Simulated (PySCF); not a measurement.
# Relaxation of singlet IO₂Cl

All numbers come from PBE0/[I def2-TZVP with ECP28, O def2-TZVP, Cl def2-TZVP], scalar-relativistic core potentials, density fitting, no spin–orbit coupling, PySCF. A (50,194) grid was used.

A start displaced from a saddle point along its imaginary mode, with no symmetry imposed:

```xyz
4
charge 0 multiplicity 1, angstrom
I    -0.3185    0.0295   -0.0767
O    -0.2261   -0.0314    1.6798
O    -2.0834   -0.1200   -0.3686
Cl    2.2122   -0.0378   -0.3213
```

Optimiser trace:
| step | E − E(last) (kJ/mol) | largest gradient (Eh/bohr) |
| --- | --- | --- |
| 0 | 134.08 | 0.01461 |
| 1 | 108.15 | 0.03076 |
| 2 | 101.24 | 0.04201 |
| 3 | 78.27 | 0.03501 |
| 4 | 48.37 | 0.02130 |
| 5 | 20.39 | 0.02736 |
| 6 | 2.22 | 0.01813 |
| 7 | 0.34 | 0.00550 |
| 8 | 0.04 | 0.00306 |
| 9 | 0.00 | 0.00062 |
| 10 | 0.00 | 0.00022 |

It ends at Cs with I–Cl 2.367 Å, I–O 1.757 Å (×2); Cl–I–O 102.3° (×2), O–I–O 108.2° (after a last refinement on a finer grid). A frequency run shows a minimum. Other isomers or separated fragments may lie lower.

The relaxation took about 2.2 core-minutes on a shared host.
